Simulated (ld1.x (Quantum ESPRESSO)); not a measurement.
# Logarithmic derivatives: samarium, PAW

Sm, PAW, made with ld1.x (Quantum ESPRESSO) 7.5 (BP86, fully relativistic). Core [Kr] 4d10 4f6, reference 5s2 5p6 5d0 6s0 6p0 (charge +2). Waves: 5s (bound): rcut 1.80, rcutus 2.25 bohr; 6s (bound, empty): rcut 1.80, rcutus 2.25 bohr; 5p (bound): rcut 2.10, rcutus 2.20 bohr; 6p (bound, empty): rcut 2.10, rcutus 2.20 bohr; 5d (bound, empty): rcut 3.05, rcutus 4.05 bohr; 5d channel at -0.45 Ry: rcut 3.05, rcutus 4.05 bohr. Local part: all-electron potential smoothed inside 1.85 bohr (lloc = -1). Core correction: a·sin(br)/r model core inside 1.05 bohr. Augmentation charge: BESSEL, radius 1.90 bohr.

Open shells are filled in proportion to 2j + 1 (rel_dist='average').

The phase is arctan(r·u′/u) with u = r·R(r), unwrapped; energies in Ry, scanned from -6 to 5 Ry. A pole is an energy at which the radial function vanishes at the test radius. The pseudo phase is shifted by a multiple of π to meet the all-electron one at the reference energy, and phase errors are pseudo minus all-electron; the curves can meet again beyond the range given. Levels narrower than the energy grid can be missing from the lists of poles.

```tsv
channel	radius (bohr)	reference energy (Ry)	poles, all-electron	poles, pseudo	unbroken range about the reference energy with phases within 0.05 rad	phase error 1 Ry above the reference energy (rad)
s	4.39	-0.99	-0.57, 2.52	-0.57, 2.53	below 4.3	+0.000
d3/2	4.39	-1.01	-0.91, 1.25, 4.75	-0.79, 0.04	-1.0 to -0.9	-1.982
d5/2	4.39	-0.99	-0.89, 1.29, 4.81	-0.83, 0.07	-1.0 to -0.9	-2.001
```

The ghost test of this file was not conclusive.

Phases in the s channel:

```csv
E (Ry),all-electron,pseudo
-6.00,1.468,1.468
-5.74,1.465,1.465
-5.48,1.462,1.462
-5.22,1.459,1.459
-4.96,1.455,1.455
-4.70,1.451,1.451
-4.44,1.446,1.446
-4.18,1.432,1.432
-3.92,1.436,1.436
-3.66,1.429,1.429
-3.40,1.421,1.421
-3.14,1.411,1.411
-2.88,1.399,1.399
-2.62,1.384,1.384
-2.36,1.364,1.364
-2.10,1.336,1.336
-1.84,1.290,1.290
-1.58,1.200,1.200
-1.32,0.928,0.928
-1.06,-0.661,-0.661
-0.80,-1.422,-1.422
-0.54,-1.585,-1.585
-0.28,-1.672,-1.672
-0.02,-1.749,-1.749
0.24,-1.854,-1.853
0.50,-2.070,-2.068
0.76,-2.839,-2.827
1.02,-4.074,-4.067
1.28,-4.424,-4.421
1.54,-4.550,-4.548
1.80,-4.617,-4.615
2.06,-4.660,-4.659
2.32,-4.692,-4.691
2.58,-4.719,-4.718
2.84,-4.743,-4.742
3.10,-4.769,-4.767
3.36,-4.797,-4.796
3.62,-4.834,-4.833
3.88,-4.888,-4.891
4.14,-4.990,-5.009
4.40,-5.272,-5.435
4.66,-6.540,-7.147
4.92,-7.427,-7.618
```
